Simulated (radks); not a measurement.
The numbers below are computed, except where a source is named.
Task: Mo VIII, configuration [Ar] 3d10 4s2 4p5 (the NIST ground configuration). Level of theory: non-relativistic Kohn-Sham, PBE, spin-polarised, spherical densities, point nucleus; open shells are filled with parallel spins first (spin-orbit coupling, left out, can overturn this in heavy ions); relativity is left out, which matters for an element this heavy (a radial shooting solver on a logarithmic mesh with Libxc functionals). Some entries of the table are withheld. Estimate them.

orbital,occ.,eigenvalue (hartree),<r> (bohr)
1s up,1,-714.2736,0.03630
1s down,1,-714.2665,0.03630
2s up,1,-102.7017,0.1587
2s down,1,-102.6976,0.1587
2p up,3,-94.92151,0.1360
2p down,3,-94.91466,0.1360
3s up,1,-20.72513,0.4400
3s down,1,-20.71719,0.4399
3p up,3,-17.73506,0.4347
3p down,3,-17.72598,0.4346
3d up,5,(1),0.4126
3d down,5,(2),0.4123
4s up,1,-5.92275,1.071
4s down,1,-5.86870,1.071
4p up,3,-5.00327,(3)
4p down,2,-4.95017,(4)

Result: 
(1) 3d up eigenvalue (hartree): -12.26331
(2) 3d down eigenvalue (hartree): -12.25379
(3) 4p up <r> (bohr): 1.136
(4) 4p down <r> (bohr): 1.137
